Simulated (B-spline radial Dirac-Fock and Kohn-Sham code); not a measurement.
# Anomalous scattering factors of W, 584.8 eV to 3.775 keV

Level of theory: the dispersion relation over Dirac-Hartree-Slater subshell photoionisation cross sections, with the Kissel-Pratt high-energy constant (isolated atom, no bound-bound lines or fine structure); an atomic code on a B-spline grid. The forward scattering factor is f₀ + f′ + i f″.

Edges near this range: M1 2820.0 eV, M2 2575.0 eV, M3 2281.0 eV, M4 1872.0 eV, M5 1809.0 eV, N1 594.1 eV, N2 490.4 eV, N3 423.6 eV.

| hν (eV) | λ (Å) | f′ (e) | f″ (e) | tabulated f′ | tabulated f″ |
| --- | --- | --- | --- | --- | --- |
| 584.8 | 21.20 | -34.610 | 23.079 | – | 21.09 |
| 895.8 | 13.84 | -27.553 | 17.625 | – | 16.77 |
| 1000 | 12.40 | -26.797 | 16.012 | -27.20 | 15.35 |
| 1175 | 10.55 | -26.492 | 13.760 | -26.92 | 12.49 |
| 1253.6 | 9.890 | -26.695 | 12.903 | -27.13 | 11.53 |
| 1281 | 9.679 | -26.815 | 12.624 | -27.20 | 11.23 |
| 1486.9 | 8.338 | -28.708 | 10.796 | -29.24 | 9.45 |
| 1508 | 8.222 | -29.029 | 10.632 | -29.49 | 9.31 |
| 1553 | 7.984 | -29.830 | 10.296 | -30.40 | 9.01 |
| 1863 | 6.655 | ? | ? | ? | ? |
| 2000 | 6.199 | -31.203 | 33.763 | -32.26 | 32.95 |
| 2342 | 5.294 | -20.267 | 31.236 | -20.33 | 30.69 |
| 2696 | 4.599 | -13.390 | 27.343 | -13.52 | 26.81 |
| 2984.4 | 4.154 | -9.800 | 24.933 | -9.77 | 24.58 |
| 3221 | 3.849 | -7.794 | 22.478 | -7.77 | 22.06 |
| 3775 | 3.284 | -5.389 | 17.994 | -5.38 | 17.47 |

Q: What are f′ and f″ at 1863 eV?

A: f′ = -47.367 and f″ = 23.667 electrons (tables: -45.44 and 25.33). By the optical theorem f″ corresponds to a photoabsorption cross section 2 rₑ λ f″ = 888000 b.

Tabulated f′: xraylib 4.2 anomalous scattering factors (Cullen et al., EPDL97); f″: Chantler's tables (J. Phys. Chem. Ref. Data 1995 and 2000). Both are theoretical tables.

Values without a named source are computed, but for edge energies of neutral atoms, which are taken from tables.
